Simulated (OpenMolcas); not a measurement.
# Mo3+: moving the ligands

Mo3+ with its 6 nearest fluoride ions at 1.978 Å, on the Ga site of K2NaGaF6 (a = 8.246 Å, distance in the model lattice 1.938 Å). The rest of the host is ab initio model potentials to 7.6 Å, with orthogonalisation functions on the cations behind the ligands, and point charges beyond; the distance is set by hand and nothing relaxes. Ligand basis ANO-RCC-VDZP.
```
Mo    0.0000    0.0000    0.0000
F     1.9780    0.0000    0.0000
F     0.0000    1.9780    0.0000
F    -1.9780    0.0000    0.0000
F     0.0000   -1.9780    0.0000
F     0.0000    0.0000    1.9780
F     0.0000    0.0000   -1.9780
```

```json
{
 "Program": "OpenMolcas 26.06",
 "Method": "SS-CASPT2, IPEA 0.25 Eh, imaginary shift 0.1 Eh (closed shells correlated: 4s 4p and the ligand valence shells)",
 "Basis": "ANO-RCC-VTZP [7s6p4d2f1g]",
 "Scalar Hamiltonian": "DKH2, point nucleus",
 "Active space": "3 electrons in 5 orbitals (4d)",
 "State averaging": "2S+1 = 4 even, 10 roots; 2S+1 = 2 even, 40 roots",
 "Spin-orbit coupling": "RASSI with atomic mean-field integrals over the reference wave functions"
}
```

Runs around this geometry, states (labels of O, the rotations of Oh). Energies in cm-1 above the lowest state or level, χT in cm3 K/mol; 10Dq and B are least-squares fits to the states below 45000 cm-1, weighted by degeneracy, with a free offset, and given where the rms deviation is under 5 % of |10Dq| (or 100 cm-1) and under 700 cm-1.

| R (Å) | Ground state | First state of that spin | 10Dq | B (rms of fit) | First gap with spin-orbit (degeneracies) | χT at 300 K | First state of another spin |
| --- | --- | --- | --- | --- | --- | --- | --- |
| 1.938 | 4A2 | 4T2 33730 |  |  | 10710 (4, 4) | 1.798 | 2T1 10790 |
| 1.978 | 4A2 | 4T2 30920 |  |  | 10780 (4, 4) | 1.790 | 2T1 10880 |
| 2 | 4A2 | 4T2 29330 | 29127 | 560 (237) | 10810 (4, 4) | 1.785 | 2E 10910 |

Taking the first state of the same spin as R^-n, n = -ln(29330 / 33730) / ln(2 / 1.938) = 4.4 between the shortest and longest distance.

Roots that are degenerate in the reference are averaged as groups; the widest CASPT2 spread within a group is 970 cm-1 (the 3-fold group of multiplicity 2 near 94000 cm-1 above the lowest state of its run, R = 1.938). Shifts and gaps below about the spread of the groups concerned are not significant. Over all roots computed the reference weight is 0.72 to 0.73 in R = 1.938, 0.72 to 0.73 in R = 1.978, 0.72 to 0.73 in R = 2; a low but even weight reflects the number of correlated electrons. Ligand-to-metal charge-transfer states are missing. With no ligand orbital active B as a rule stays too high, so bands that hang on it stand too high and its fall with covalency is understated. With one d shell and no ligand orbital active, 10Dq can be off by a tenth or more. The least metal-like active orbital is 82 % on the metal (Löwdin) and no ligand orbital is active, so the numbers are rough (holds for R = 1.938; R = 1.978). The least metal-like active orbital is 83 % on the metal (Löwdin) and no ligand orbital is active, so the numbers are rough (holds for R = 2). No measured value stands beside these numbers; the geometry was set by hand and not optimised.
